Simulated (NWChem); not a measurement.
SiCl₂F₂; SMILES F[Si](F)(Cl)Cl

```xyz
5

F      0.0000     1.2886    -1.2669
Si     0.0000     0.0000    -0.3235
F      0.0000    -1.2886    -1.2669
Cl     1.6729     0.0000     0.8070
Cl    -1.6729     0.0000     0.8070
```
Atoms are numbered in this order, from 1.

Results from NWChem. Structure relaxed at the PBE0/def2-SVP level. Level: B3LYP/def2-SVP with SMD (1 M gas to 1 M solution), gas-phase geometry. Reactions with the solvent are ignored.

```json
[
 {"solvent": "water", "dielectric constant": "78.4", "solvation free energy (kcal/mol)": "1.2", "cavity-dispersion-structure term (kcal/mol)": "2.4", "dipole in solution (D)": "0.83"},
 {"solvent": "ethyl acetate", "dielectric constant": "5.99", "solvation free energy (kcal/mol)": "-2.3", "cavity-dispersion-structure term (kcal/mol)": "-1.3", "dipole in solution (D)": "0.82"},
 {"solvent": "ethylene glycol", "dielectric constant": "40.2", "solvation free energy (kcal/mol)": "-0.9", "cavity-dispersion-structure term (kcal/mol)": "0.2", "dipole in solution (D)": "0.83"},
 {"solvent": "toluene", "dielectric constant": "2.37", "solvation free energy (kcal/mol)": "-2.4", "cavity-dispersion-structure term (kcal/mol)": "-1.7", "dipole in solution (D)": "0.79"},
 {"solvent": "methanol", "dielectric constant": "32.6", "solvation free energy (kcal/mol)": "-2.4", "cavity-dispersion-structure term (kcal/mol)": "-1.3", "dipole in solution (D)": "0.83"},
 {"solvent": "N,N-dimethylformamide", "dielectric constant": "37.2", "solvation free energy (kcal/mol)": "-1.8", "cavity-dispersion-structure term (kcal/mol)": "-0.7", "dipole in solution (D)": "0.83"}
]
```
